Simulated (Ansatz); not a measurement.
C2H8AlB, SMILES `C[BH][AlH][CH3]`, 12 atoms. Total charge 0; spin multiplicity 1. All runs use 2 threads of an AMD EPYC on a shared host. Correlated methods freeze the cores.

(1) Give the basis size and wall time and peak host memory of each of these runs in Ansatz. RKS ωB97M-V/def2-QZVPP energy; RHF-MP2/def2-QZVPP energy; RKS PBE0-D4/def2-SVP energy; RHF-MP2/def2-TZVPP energy; RKS BLYP-D4/def2-TZVPP energy; RKS PBE0-D4/def2-TZVP relaxation (20 steps); RKS PBE-D4/def2-TZVPP energy and forces; RKS ωB97M-V/def2-SVP energy; RHF-CCSD(T)/def2-SVP energy; RKS PBE0-D4/def2-TZVP frequencies; RKS r2SCAN-D4/def2-TZVPP energy and forces; RKS B3LYP-D4/def2-TZVPP energy and forces. (Best estimate.)

Answers

(1) Computed: Other jobs shared the machine, so times are rough.

```json
{"level": "RKS PBE0-D4/def2-SVP", "job": "energy", "functions": "100", "wall time": "4.8 s", "peak host memory (GiB)": "0.43"}
{"level": "RKS BLYP-D4/def2-TZVPP", "job": "energy", "functions": "247", "wall time": "12 s", "peak host memory (GiB)": "0.28"}
{"level": "RHF-MP2/def2-TZVPP", "job": "energy", "functions": "247", "wall time": "13 s", "peak host memory (GiB)": "0.53"}
{"level": "RKS PBE-D4/def2-TZVPP", "job": "energy and forces", "functions": "247", "wall time": "14 s", "peak host memory (GiB)": "0.28"}
{"level": "RKS ωB97M-V/def2-SVP", "job": "energy", "functions": "100", "wall time": "17 s", "peak host memory (GiB)": "0.43"}
{"level": "RKS B3LYP-D4/def2-TZVPP", "job": "energy and forces", "functions": "247", "wall time": "20 s", "peak host memory (GiB)": "0.6"}
{"level": "RKS r2SCAN-D4/def2-TZVPP", "job": "energy and forces", "functions": "247", "wall time": "20 s", "peak host memory (GiB)": "0.3"}
{"level": "RHF-CCSD(T)/def2-SVP", "job": "energy", "functions": "100", "wall time": "24 s", "peak host memory (GiB)": "0.43"}
{"level": "RKS ωB97M-V/def2-QZVPP", "job": "energy", "functions": "481", "wall time": "71 s", "peak host memory (GiB)": "1.6"}
{"level": "RHF-MP2/def2-QZVPP", "job": "energy", "functions": "481", "wall time": "2 min", "peak host memory (GiB)": "2.7"}
{"level": "RKS PBE0-D4/def2-TZVP", "job": "relaxation (20 steps)", "functions": "178", "wall time": "4.9 min", "peak host memory (GiB)": "0.4"}
{"level": "RKS PBE0-D4/def2-TZVP", "job": "frequencies", "functions": "178", "wall time": "9.7 min", "peak host memory (GiB)": "0.43"}
```

B3LYP here is the variant with VWN-RPA as its local correlation; programs differ in this.
